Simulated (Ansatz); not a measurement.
Reaction (formal exchange of groups at the Si–F bond): `CO[SiH](F)[GeH3]` + CH₄ → `CO[SiH](C)[GeH3]` + H–F

Isolated molecules relaxed with PBE0-D4/def2-TZVP in Ansatz; ΔE leaves out vibrations. CCSD(T)/CBS is the MP2 limit (def2-TZVPP, def2-QZVPP) plus CCSD(T) − MP2 in def2-TZVPP, frozen cores. This one scheme is used for every species. DFT in def2-TZVPP. B3LYP here is the variant with VWN-RPA as its local correlation; programs differ in this. For Ge outer-core shells are correlated without core-valence functions, which leaves a few kJ/mol of doubt a bond. Scalar relativity is left out up to krypton. One conformer a species, not always the lowest.

```csv
level,ΔE (kJ/mol)
revPBE-D4,135.8
BLYP-D4,153.2
B3LYP-D4,154.3
r2SCANh,154.0
CAM-B3LYP,165.3
HF/def2-SVP,165.0
MP2/def2-TZVPP,146.6
HF/def2-QZVPP,177.3
```

Task: What does CCSD(T)/CBS give? (Best estimate.)

Result: Ansatz gave: +147.0 kJ/mol. The listed levels differ from it by -11.2, 6.2, 7.3, 7.0, 18.3, 18.0, -0.4, 30.3 kJ/mol.

Task: What do rigid-rotor, harmonic-oscillator terms from PBE0-D4/def2-TZVP frequencies (298.15 K, 1 bar) make of the CCSD(T)/CBS value? (Best estimate.)

Result: Ansatz gave: ΔZPE = -4.8 kJ/mol, ΔH = +143.7 kJ/mol, ΔS = 6 J/(mol·K), ΔG = +142.1 kJ/mol.

Largest T1 diagnostic among the species: 0.012.

The D4 term adds −9.1 kJ/mol with B3LYP and −5.2 kJ/mol with PBE0; it sums over pairs of atoms, weighted by their polarisabilities, and B3LYP, whose exchange is more repulsive, gets the larger term. In def2-TZVPP, CCSD(T) changes the Hartree–Fock value by −27.3 kJ/mol (the triples alone add −3.3 kJ/mol) and MP2 by −28.6 kJ/mol. Leaving LDA and LC-ωPBE aside and taking each functional with its dispersion term where it has one, the values, not all of them listed here, spread over 24.0 kJ/mol, from revPBE-D4 to CAM-B3LYP-D4. LDA lies −6.1 kJ/mol from PBE without D4.

CCSD(T)/CBS has its own doubt, a few kJ/mol and more with outer-core shells, so smaller differences from it don't rank the levels.
